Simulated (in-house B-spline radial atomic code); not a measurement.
## One electron outside the [Ar] 3d10 core: As⁴⁺

Computed with an all-electron radial atomic-structure program (B-spline basis), no-pair Dirac-Coulomb Hamiltonian, finite nucleus. Rungs: frozen-core Dirac-Hartree-Fock (DHF); Brueckner orbitals from the second-order correlation potential; the same with the Coulomb interaction screened by the core and the hole-particle interaction summed; Breit and QED terms from differences of relaxed Dirac-Fock atoms, where computed. Partial waves beyond l = 6 are extrapolated. The tables show a selection of states; those near core-excited levels, with erratic corrections or far from their DHF start are never shown.

Command:
```bash
python run_mb.py task.json out
```
Settings (nuclear radius in fm, box in bohr, cutoff in hartree):
```
basis_form          2
Z                   33
core_configuration  [Ar] 3d10
rms_radius          4.0968
mass_number         75
speed_of_light      137.036
box_radius          42.24
lmax                6
intervals           68
virtual_cutoff      2178.0
```

Cost of the run: 77 s on 1 thread of Intel(R) Xeon(R) 6975P-C (shared host).

Removal energies (eV):

```tsv
state	DHF	second order	screened	Breit + QED	final
4s1/2	61.5959	62.8769	62.7741	-0.0348	62.7393
4p1/2	49.8245	50.7894	50.7407	-0.0237	50.717
4p3/2	49.3357	50.2673	50.2227	-0.0147	50.208
4d3/2	32.9814	33.4001	33.4152	-0.00217	33.4131
4d5/2	32.9252	?	?	?	?
5s1/2	29.758	?	?	?	?
5p1/2	25.5434	25.8553	25.8304	-0.00849	25.8219
5p3/2	25.3673	25.6712	25.648	-0.00527	25.6427
```

(1) What does correlation do to 4d5/2?

(2) What does correlation do to 5s1/2?

(3) How does the lowest state compare with the NIST ionisation energy?

Electric-dipole lines from 4s1/2 (reduced matrix elements in atomic units, length form, static core polarisation, sign of DHF taken positive):

| upper | DHF | + core polarisation | + Brueckner | λ (nm) | A (s⁻¹) |
| --- | --- | --- | --- | --- | --- |
| 4p1/2 | 1.459 | 1.352 | 1.332 | 103.13 | 1.64e+09 |
| 4p3/2 | 2.067 | 1.917 | 1.889 | 98.94 | 1.87e+09 |

Magnetic hyperfine constants per unit nuclear g factor (MHz, nucleus as a uniformly magnetised ball; they apply to isotopes with nuclear spin):

```csv
state,DHF,+ core polarisation,+ Brueckner
4s1/2,16400,18080,19100
4p1/2,3718,4087,4368
4p3/2,673.5,759.3,811.3
5s1/2,5317,5836,6016
5p1/2,1335,1469,1527
5p3/2,243.4,272.6,283.3
```

(4) What is the static scalar polarisability of 4s1/2?

Results:

(1) It adds 0.4162 eV to the removal energy in second order and 0.4306 eV with screening; Breit and QED add 0.000499 eV, for a final 33.3563 eV.

(2) It adds 0.3817 eV to the removal energy in second order and 0.3388 eV with screening; Breit and QED add -0.0112 eV, for a final 30.0855 eV.

(3) 4s1/2 is bound by 62.7 eV, without recoil; NIST lists 62.77 ± 0.06 eV (measured), a difference of -0.031 eV.

(4) 4.456 bohr³: 0.5096 from the core and 3.946 from the valence electron, Pauli blocking included.
